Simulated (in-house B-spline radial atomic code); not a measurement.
RPBE excitations of Se VII (Se6+)

Method: RPBE. Computed with an all-electron radial atomic-structure program (B-spline basis): linear response of the closed shell [Ar] 3d10 with the functional's adiabatic kernel; scalar-relativistic (spin-free one-electron X2C), finite nucleus, no spin-orbit coupling, no double excitations, S, P, D and F terms only. Only terms of natural parity with L up to 3 were computed.

Command:
```bash
python run_td.py task.json out
```
Settings (radii: box in bohr, nucleus in fm):
```
Z                        34
electrons                28
configuration            [Ar] 3d10
hamiltonian              x2c
method                   rpbe,pbe
box_radius               14.35
rms_radius               4.14
intervals                70
```

Run time, properties included: 1 s on 1 thread of Intel(R) Xeon(R) 6975P-C (Granite Rapids), on a shared host.

The lowest states, in the order of their Tamm-Dancoff energies; the method's threshold (minus the highest occupied level) is 139.77 eV. Labels give the largest channel, * marks a mixed state, and oscillator strengths are full-response dipole values. Semilocal kernels can invert the small singlet-triplet splittings of Rydberg terms. Energies in eV:

```json
{"state": "3d → 4s 3D", "full response": "49.40", "Tamm-Dancoff": "49.42", "oscillator strength": "-"}
{"state": "3d → 4s 1D", "full response": "50.17", "Tamm-Dancoff": "50.18", "oscillator strength": "-"}
{"state": "3d → 4p 3P", "full response": "?", "Tamm-Dancoff": "?", "oscillator strength": "-"}
{"state": "3d → 4p 3F", "full response": "64.57", "Tamm-Dancoff": "64.58", "oscillator strength": "-"}
{"state": "3d → 4p 1F", "full response": "65.12", "Tamm-Dancoff": "65.13", "oscillator strength": "-"}
{"state": "3d → 4p 1P", "full response": "?", "Tamm-Dancoff": "?", "oscillator strength": "?"}
{"state": "3d → 4d 3S", "full response": "86.55", "Tamm-Dancoff": "86.59", "oscillator strength": "-"}
{"state": "3d → 4d 3D", "full response": "87.46", "Tamm-Dancoff": "87.47", "oscillator strength": "-"}
{"state": "3d → 4d 1D", "full response": "88.23", "Tamm-Dancoff": "88.24", "oscillator strength": "-"}
{"state": "3d → 4d 1S", "full response": "93.60", "Tamm-Dancoff": "94.39", "oscillator strength": "-"}
```

Q: Where does 3d → 4p 3P lie?

A: At 64.41 eV in full response, 64.44 eV in Tamm-Dancoff.

Q: Where does 3d → 4p 1P lie?

A: At 66.38 eV in full response, 66.46 eV in Tamm-Dancoff, oscillator strength 0.543.

Q: How large is the singlet-triplet splitting of 3d → 4s (D terms) in Tamm-Dancoff?

A: 0.763 eV, from the unrounded values.

Q: What polarisabilities and dispersion coefficient does the method give?

A: Dipole 0.3906 bohr³, quadrupole 0.3748 bohr⁵, C6 0.5729 hartree·bohr⁶ for two such species.
